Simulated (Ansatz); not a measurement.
C2H5Ge, SMILES `C=[CH][GeH2]` radical, relaxed with UKS PBE-D4/def2-SVP in the Gaussian-basis code of Ansatz from a rough embedded geometry. The force threshold is 0.03 eV/Å; the program also tests the step.

The species carries charge 0 and has multiplicity 2.

Start:

```xyz
8

C     1.100   -0.442   -0.645
C     0.497    0.169    0.317
Ge   -1.363   -0.106    0.541
H     2.173   -0.317   -0.806
H     0.657   -1.115   -1.351
H     1.021    0.829    0.983
H    -2.160    0.287   -0.753
H    -1.926    0.694    1.714
```

(1) By how much does the energy fall, and how many steps does the optimiser take? (Estimate.)

(2) Which bonds change most? (Estimate.)

(3) Give the relaxed structure. (An estimate is asked.)

Answers

(1) Ansatz gave: 28.61 kJ/mol, in 7 steps.

(2) The calculation gave: C1–C2 from 1.290 to 1.354 Å; C2–Ge3 from 1.893 to 1.931 Å; C1–H5 from 1.071 to 1.104 Å; C2–H6 from 1.073 to 1.105 Å.

(3) The calculation gave: 
```xyz
8

C     1.133   -0.367   -0.718
C     0.497    0.087    0.388
Ge   -1.409   -0.043    0.672
H     2.230   -0.308   -0.825
H     0.583   -0.804   -1.570
H     1.101    0.499    1.216
H    -2.167   -0.206   -0.680
H    -1.967    1.141    1.517
```
